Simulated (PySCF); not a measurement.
```xyz
3
charge -1 multiplicity 2, angstrom
Ru    0.0001   -0.3143    0.0000
S    -0.0002    0.4932    1.9107
S    -0.0002    0.4932   -1.9107
```

All numbers come from UPBE0 in PySCF with Ru def2-TZVPD with ECP28, S def2-TZVPD; scalar-relativistic core potentials, no spin–orbit coupling; density-fitted integrals.

This geometry of RuS₂⁻ is a stationary point at this level.

(1) What is the point group?

(2) Is it a minimum?

(3) List the harmonic modes with their infrared intensities.

(4) What are the dipole moment and the gap between the highest occupied and lowest empty levels of either spin?

## Answers

(1) C2v.

(2) Yes: all harmonic wavenumbers are real.

(3) 
| symmetry | ω (cm⁻¹) | IR (km/mol) |
| --- | --- | --- |
| a1 | 111 | 2.7 |
| a1 | 500 | 12.8 |
| b2 | 528 | 168 |

(4) 1.35 D about the centre of mass and 2.37 eV.

This need not be the most stable arrangement of these atoms. Other spin states or occupations of the open shell can lie lower. The lowest empty level of this anion is unbound, so it and the gap depend on the basis.
